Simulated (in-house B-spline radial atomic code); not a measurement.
# How G0W0 and RPA depend on the start: the rhenium ion Re²⁺

Configuration [Xe] 4f14 5d5, highest spin. Computed with an all-electron radial atomic-structure program (B-spline basis): all electrons, scalar-relativistic (spin-free one-electron X2C), finite nucleus, each spin shell either full or empty, empty states to l = 9 with an (l + 1/2)⁻⁴ tail; G0W0 by contour deformation at full frequency.

Without the two-electron picture change, the correlation of inner shells comes somewhat too large for so heavy an element.

```tsv
start	mean-field 5d up (eV)	G0W0 (eV)	QP weight	RPA correlation (Eh)
Hartree-Fock	-28.253	-28.653	0.960	-6.1555
LDA VWN5	-22.809	-28.677	0.884	-6.6142
PBE	-22.658	-28.612	0.880	-6.6069
PBE0	-24.223	-28.255	0.740	-6.4808
r2SCAN	-22.949	-28.536	0.876	-6.5276
SCAN	-22.899	-28.540	0.881	-6.5363
TPSS	-22.595	-28.583	0.879	-6.589
BHandHLYP	-25.470	?	?	?
CAM-B3LYP	-25.447	-28.692	0.926	-6.4633
LC-wPBE	-26.938	-28.771	0.948	-6.4749
wB97X	-26.316	-28.629	0.946	-6.444
PBEsol	-22.678	-28.625	0.882	-6.6096
BLYP	-22.329	?	?	?
r2SCAN0	-24.462	-28.277	0.837	-6.4277
LDA exchange-only	-21.830	-28.783	0.878	-6.6155
```

Task: What G0W0 level, weight and RPA correlation energy follow from the BHandHLYP start?

Result: G0W0 level -28.561 eV, weight 0.930, RPA correlation -6.3673 hartree.

Task: What G0W0 level, weight and RPA correlation energy follow from the BLYP start?

Result: G0W0 level -28.648 eV, weight 0.881, RPA correlation -6.6102 hartree.

Task: How much of the dependence on the start does G0W0 remove?

Result: The mean-field levels span 6.42 eV and the G0W0 levels 0.528 eV. Against 27 ± 1.6 eV (NIST, tabulated theory) the G0W0 removal energies are off by +1.25 to +1.78 eV, with spin-orbit coupling, Breit and QED terms left out.
